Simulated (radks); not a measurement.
The numbers below are computed, except where a source is named.
Coherent X-ray form factor from a spherical all-electron density. Code: a radial shooting solver on a logarithmic mesh with Libxc functionals. Model: scalar-relativistic Kohn-Sham, HCTH/407, spin-polarised, spherical densities, finite nucleus; Fermi nuclear charge, rms radius of each element as measured or else 0.836 A^(1/3) + 0.57 fm.

| sin(theta)/lambda (1/angstrom) | f0 (electrons) |
|---|---|
| 0.05 | 46.553 |
| 0.1 | 45.278 |
| 0.15 | 43.347 |
| 0.2 | 40.984 |
| 0.25 | 38.405 |
| 0.3 | 35.787 |
| 0.4 | 30.890 |
| 0.5 | 26.811 |
| 0.6 | 23.636 |
| 0.8 | 19.417 |
| 1 | 16.694 |
| 1.25 | 13.882 |
| 1.5 | 11.337 |
| 2 | 7.637 |

The species is in the configuration that NIST lists as its ground one. Which atom or ion scatters so?

Answer. The antimony ion Sb4+, [Kr] 4d10 5s1. Extrapolating in s^2 from the first two rows gives f0(0) = 47.0, near the electron count 47; among species with that count, the fall with angle is slower the higher Z, and the table is that of Z = 51; from so few rows the species is fixed only to a neighbour or two.
